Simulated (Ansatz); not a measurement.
Wavefunction ladder for H₇HfN₃O (`[NH2][Hf]([NH2])([NH2])[OH]`)

```xyz
12

N    -0.481   -0.274   -1.860
Hf    0.249    0.103    0.014
N    -1.072    1.402    0.881
N     0.169   -1.671    1.031
O     2.044    0.833    0.023
H    -1.350    0.087   -2.223
H    -0.004   -0.773   -2.597
H    -1.015    2.410    0.853
H    -1.798    1.140    1.532
H     0.721   -1.926    1.838
H    -0.370   -2.474    0.741
H     2.906    1.142   -0.232
```

The species carries charge 0 and has multiplicity 1. Correlated methods include outer-core shells of Hf, which these sets cover unevenly. Hf: def2 effective core potential. The geometry is a stationary point of PBE0-D4/def2-TZVP. It is one conformer, not always the lowest. Frozen core, restricted reference, Ansatz 0.2.0.

```csv
basis,HF (Eh),MP2 corr.
def2-SVP,-289.75515,-0.93996
def2-TZVPP,-290.07576,-1.22372
def2-QZVPP,-290.08890,-1.33967
```

(1) Estimate the CCSD correlation energy and the (T) correction in each basis where they were run (hartree).

## Answers

(1) 
| basis | CCSD corr. | (T) |
| --- | --- | --- |
| def2-SVP | -0.97049 | -0.02810 |
| def2-TZVPP | -1.24056 | -0.04938 |
